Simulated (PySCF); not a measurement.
Delta-SCF ions had no search for a lower state. Excitations are Tamm–Dancoff values on a coarser integration grid. The basis has no diffuse functions, so Rydberg states are missing or too high.

# C5H8, SMILES `C#CC(C)C` (charge 0, multiplicity 1)

Method: ωB97X-D3(BJ)/def2-TZVP // B3LYP-D3(BJ)/def2-TZVP run with PySCF.

| Quantity | Value |
|---|---|
| HOMO | -10.12 eV |
| dipole moment | 0.77 D |
| HOMO–LUMO gap | 12.94 eV |
| LUMO | 2.82 eV |
| S1 excitation (TDA) | 6.74 eV |
| S1 oscillator strength | 0.000 |
| brightest of the four lowest singlets (TDA) | 8.56 eV |
| T1 excitation (TDA) | 5.69 eV |
| S1–T1 gap (TDA) | 1.05 eV |
| vertical ionisation energy (Delta-SCF) | 10.10 eV |
| total energy | -195.4581 Ha |
| cost | about 5 core-minutes (a rough figure) |

Bonds (Å): C1–C2 1.200, C1–H6 1.062, C2–C3 1.461, C3–C4 1.536, C3–C5 1.536, C3–H7 1.096, C4–H8 1.091, C4–H9 1.090, C4–H10 1.091, C5–H11 1.090, C5–H12 1.091, C5–H13 1.091. Angles (°): C2–C1–H6 179.9, C1–C2–C3 179.0, C2–C3–C4 110.9, C2–C3–C5 110.9, C2–C3–H7 107.4, C4–C3–C5 111.4, C4–C3–H7 108.0, C5–C3–H7 108.0, C3–C4–H8 110.1, C3–C4–H9 111.1, C3–C4–H10 110.4, H8–C4–H9 108.6, H8–C4–H10 108.4, H9–C4–H10 108.1, C3–C5–H11 111.1, C3–C5–H12 110.4, C3–C5–H13 110.1, H11–C5–H12 108.1, H11–C5–H13 108.6, H12–C5–H13 108.4.
